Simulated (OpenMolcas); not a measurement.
# Mn2+: ligand-field states by method

Mn2+ with 4 ligands (fluoride) in tetrahedral coordination (Td) at 2.08 Å. A charge of +0.5 e stands 2.6 Å behind each ligand. Ligand basis ANO-RCC-VDZP.

```
Program             : OpenMolcas 26.06
Basis               : ANO-RCC-VTZP [6s5p3d2f1g]
Scalar Hamiltonian  : DKH2, point nucleus
Active space        : 5 electrons in 5 orbitals (3d)
State averaging     : 2S+1 = 6 even, 1 root; 2S+1 = 4 even, 24 roots; 2S+1 = 2 even, 75 roots
Spin-orbit coupling : state interaction with AMFI integrals over the reference wave functions
```

I. CASSCF
II. SS-CASPT2, IPEA 0.25 Eh, imaginary shift 0.1 Eh (closed shells correlated: 3s 3p and the ligand valence shells)

Spin-free states (labels of Td) in cm-1, each column counted from its own energy of the first state listed:

```tsv
State	Degeneracy	I	II
6A1	1	0	0
4T1	3	30352	25270
4T2	3	31245	25830
4A1	1	31401	26310
4E	2	31556	26160
4T1	3	37375	31450
4T2	3	38647	30990
4E	2	39136	31460
2T2	3	43277	36640
2A2	1	43836	36930
2T1	3	44009	37080
2T2	3	44385	37450
2E	2	44617	37710
2A1	1	44714	37980
2T2	3	48659	39240
2E	2	50222	40310
2T1	3	51492	41800
2A2	1	52095	42930
4A2	1	52518	42980
4T1	3	52602	42950
```

From I to II, I's first state of another spin (4T1) moves from 30352 to 25270 cm-1, by about -5100 cm-1.

I: A least-squares ligand-field fit to the states below 45000 cm-1, each weighted by its degeneracy and with a free common offset, gives 10Dq = -2846 cm-1 (negative for this site), B = 1091 cm-1 and C = 4084 cm-1 (C/B = 3.75), with an rms deviation of 62 cm-1. The same method and metal basis give the free ion B = 1117 cm-1 (fit to its terms below 60000 cm-1, rms deviation 53 cm-1), so the nephelauxetic ratio is β = 1091 / 1117 = 0.98; it hangs on how both fits weigh the states, and computed free-ion B values tend to be too large, so β mixes covalency with correlation.

χT at 300 K: I 4.39, II 4.39 cm3 K/mol.

Roots that are degenerate in the reference are averaged as groups; the widest CASPT2 spread within a group is 210 cm-1 (the 3-fold group of multiplicity 4 near 31400 cm-1 above the lowest state of its run, II). Shifts and gaps below about the spread of the groups concerned are not significant. Ligand-to-metal charge-transfer states are missing. With no ligand orbital active B as a rule stays too high, so bands that hang on it stand too high and its fall with covalency is understated. Without dynamic correlation the repulsion within the d shell is too large (B by tens of per cent), so at a given field states of lower spin stand too high (holds for I). With metal d orbitals alone and no dynamic correlation the field as a rule comes out too small, by tens of per cent, by up to half for chloride and softer ligands (holds for I). These CASPT2 states fit no ligand-field parameters well, so their order and spin gaps are uncertain (holds for II). With one d shell and no ligand orbital active, 10Dq can be off by tens of per cent for divalent 3d ions, low with halides held by bare charges and at times high in hosts (holds for II). Free-ion shares, where given, are those of the reference states; single-state CASPT2 does not remix them (holds for II). The distance lies 6 % over the 1.97 Å that this model takes as the normal distance (a Shannon-type radius plus a fixed donor radius); by an R⁻⁵ law this alone changes a d-shell field by about -24 %. No measured value stands beside these numbers; the geometry was imposed, not optimised, and the real ion may take another.
